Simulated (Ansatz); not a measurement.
`BC(C)O[SiH3]` + silanol → `BO[SiH3]` + `CCO[SiH3]` at 298.15 K and 1 bar (ligand exchange at a B–C bond).

Gas-phase electronic energies from Ansatz, PBE0-D4/def2-TZVP geometries. CCSD(T)/CBS is the MP2 limit (def2-TZVPP, def2-QZVPP) plus CCSD(T) − MP2 in def2-TZVPP, frozen cores. Each species was taken in one conformer, which may not be the lowest.

```json
{"species": "`BC(C)O[SiH3]`", "CCSD(T)/CBS energy (Eh)": "-470.56359", "H − E (kJ/mol)": "299.4", "S (J/(mol·K))": "368.3"}
{"species": "`O[SiH3]`", "CCSD(T)/CBS energy (Eh)": "-366.69042", "H − E (kJ/mol)": "113.6", "S (J/(mol·K))": "257.8"}
{"species": "`BO[SiH3]`", "CCSD(T)/CBS energy (Eh)": "-392.11480", "H − E (kJ/mol)": "149.0", "S (J/(mol·K))": "292.2"}
{"species": "`CCO[SiH3]`", "CCSD(T)/CBS energy (Eh)": "-445.19614", "H − E (kJ/mol)": "270.3", "S (J/(mol·K))": "330.4"}
```

H − E and S are ideal-gas, rigid-rotor, harmonic terms from PBE0-D4/def2-TZVP, for one conformer and one mirror image of each species. 1 Eh = 2625.50 kJ/mol, R = 8.31446 J/(mol·K).

Task: By hand: ΔE, ΔH, ΔS and ΔG.

Result: ΔE = (-392.11480) + (-445.19614) − (-470.56359) − (-366.69042) = -0.05693 Eh = -149.5 kJ/mol. Δ(H − E) = 149.0 + 270.3 − 299.4 − 113.6 = 6.3, so ΔH = -143.2 kJ/mol. ΔS = 292.2 + 330.4 − 368.3 − 257.8 = -3.5 J/(mol·K). ΔG = -143.2 − 298.15 × (-3.5)/1000 = -142.2 kJ/mol.

Task: By hand: the equilibrium constant, and the temperature at which ΔG would vanish if ΔH and ΔS stayed fixed.

Result: log₁₀ K = −ΔG/(RT ln 10) = 24.9. ΔG = 0 at ΔH/ΔS = 40914 K, far beyond where these terms or the molecules hold.

The number of gas molecules stays the same, so ΔS is small and ΔH decides. A doubt of 5 kJ/mol in ΔE shifts log₁₀ K by 0.9 here. Other conformers and mirror images would add mixing entropy, several J/(mol·K) or more a flexible species. Modes under 60 cm⁻¹, often nearly free rotors, make the harmonic entropy too high. These are equilibria of isolated gas molecules and say nothing of rates. Largest T1 diagnostic: 0.013 (customary marks: 0.02 for closed shells, 0.045 for open ones).
